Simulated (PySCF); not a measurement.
**Deuteron quadrupole couplings in `C/C(F)=C(/[O-])C(F)F`**

Compound: C₄H₄F₃O (charge -1).
Structure used (GFN2-xTB), in Å, numbered top down from 1:
```
atom  x, y, z in Å
C1    -1.433   -0.585    0.225
C2    -0.744    0.684   -0.159
F3    -1.675    1.705   -0.401
C4     0.576    0.965   -0.296
O5     1.148    2.044   -0.622
C6     1.548   -0.204   -0.015
F7     1.382   -1.303   -0.828
F8     1.478   -0.722    1.258
H9    -2.109   -0.917   -0.571
H10   -2.035   -0.443    1.129
H11   -0.714   -1.373    0.413
H12    2.579    0.148   -0.160
```

Level: PBE0/pcSseg-1 (PySCF, non-relativistic); Q(2H) = 0.00286 b; rigid geometry, the same for H and D, with no vibrational averaging.

Question: Rank these positions by the coupling χzz of a deuteron there, largest first.
A. H11 (methyl hydrogen)
B. H9 (methyl hydrogen)
C. H12 (methine hydrogen)

Answer: A (215 kHz), B (206 kHz), C (186 kHz).

What are Vzz, η and χzz (234.96 MHz × Q × Vzz) at all hydrogens?

```tsv
atom	bonded to	bond length (Å)	Vzz (au)	η	χzz (kHz)
H9	C1	1.096	0.3071	0.01	206
H10	C1	1.096	0.3071	0.01	206
H11	C1	1.084	0.3197	0.04	215
H12	C6	1.099	0.2773	0.08	186
```

Geometry: GFN2-xTB, one conformer, isolated ion. The pcSseg-1 basis has no diffuse functions, a weakness for an anion. The HOMO energy is positive at this level (+0.16 eV), so the outermost electrons may be held by the finite basis alone. GFN2-xTB bond lengths can be off by several hundredths of an ångström, more for odd bonds, and the gradients follow them. The small basis limits the accuracy of the gradients.
